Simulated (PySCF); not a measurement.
BrClFHOSi.

```xyz
6

O     -1.6339    -1.1754    -0.4890
Si    -0.2674    -0.6066     0.2051
F     -0.3172    -0.7943     1.8049
Cl     1.2960    -1.6926    -0.5164
Br     0.0021     1.5561    -0.1717
H     -2.4382    -0.6462    -0.4156
```

Geometry: B3LYP-D3(BJ)/def2-SVP. Other conformers were not sampled.

All values below come from PBE0/pcSseg-1 (PySCF). Non-relativistic, no solvent.

Question: Give the absolute GIAO shielding of each atom: isotropic value and principal components (ppm). (An estimate is asked for; the answer gives what the named calculation found.)

Answer: 
| atom | σ(iso) | σ11 | σ22 | σ33 | span |
|---|---|---|---|---|---|
| O1 | 237.9 | 201.1 | 220.3 | 292.3 | 91.2 |
| Si2 | 372.3 | 350.4 | 379.9 | 386.6 | 36.2 |
| F3 | 262.2 | 217.2 | 221.8 | 347.5 | 130.3 |
| Cl4 | 845.9 | 737.0 | 756.5 | 1044.2 | 307.1 |
| Br5 | 2445.3 | 2187.8 | 2216.5 | 2931.6 | 743.8 |
| H6 | 28.2 | 20.5 | 23.4 | 40.7 | 20.2 |
